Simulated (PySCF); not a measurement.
Te(Br)(SMe) (CH3BrSTe), SMILES CS[Te]Br.

Geometry: B3LYP-D3(BJ)/def2-SVP. The structure was generated by enumeration, and PubChem lists no compound with its InChIKey, so it may never have been made. The def2 effective core potentials stand for the cores of Te; spin–orbit coupling is left out. Other conformers were not sampled.

Two levels are set side by side: TDA-PBE/def2-SVPD (PySCF) and TDA-M06-2X/def2-SVPD (PySCF). Vertical, same geometry. The lowest singlet is HOMO→LUMO 99 % with PBE and HOMO→LUMO 96 % with the other functional; states are paired by order. Differences are taken from unrounded values.

| quantity | TDA-M06-2X |
|---|---|
| lowest singlet excitation (eV) | 2.41 |
| lowest triplet excitation (TDA) (eV) | 1.77 |
| first bright state (f over 0.05) (eV) | 5.96 |
| its oscillator strength | 0.08 |

Task: What does TDA-PBE give, and how far is it from TDA-M06-2X? (An estimate is asked for; the answer gives what the named calculation found.)

Result: 
```csv
quantity,TDA-PBE,TDA-PBE minus TDA-M06-2X
lowest singlet excitation (eV),2.24,-0.17
lowest triplet excitation (TDA) (eV),1.62,-0.15
first bright state (f over 0.05) (eV),5.11,-0.85
its oscillator strength,0.06,-0.02
```

Functionals without exact exchange tend to place singlet excitations lower, as here. Differences between two approximate levels are no errors against the true value.

Rough cost on one machine, each run with all the roots and properties that it gave: TDA-M06-2X against TDA-PBE about 8 times.
